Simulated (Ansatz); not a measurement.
System: BCl, charge 1, doublet. BCl+ (parent SMILES [B]Cl, doublet).
B3LYP-D3(BJ)/def2-TZVP minimum from Ansatz (an electronic-structure program):
```
B
Cl 1 1.6002
```
Charge +1, spin multiplicity 2.

Hartree-Fock and CCSD correlation energies in hartree (Ansatz). Radicals and triplets start from unrestricted determinants; spin-orbit coupling is neglected. Cores are frozen in correlated methods. No relativity.

```tsv
basis	X	E(HF)	E(corr, CCSD)
cc-pV(T+d)Z	3	-483.83568	-0.24864
cc-pV(Q+d)Z	4	-483.84080	-0.26742
cc-pV(5+d)Z	5	-483.84168	withheld
```

**Question.** Fit E(corr) = E∞ + A/X³ to X = 3 and 4, predict X = 5, and compare with the run.

**Answer.** A = (-0.24864 - (-0.26742))/(1/27 - 1/64) = 0.8771; E∞ = -0.26742 - A/64 = -0.28112; at X = 5, E∞ + A/125 = -0.27411. The run gave -0.27370, 0.41 mEh above the prediction. The same form on X = 4 and 5 gives E∞ = -0.28029, 0.84 mEh above the first estimate.
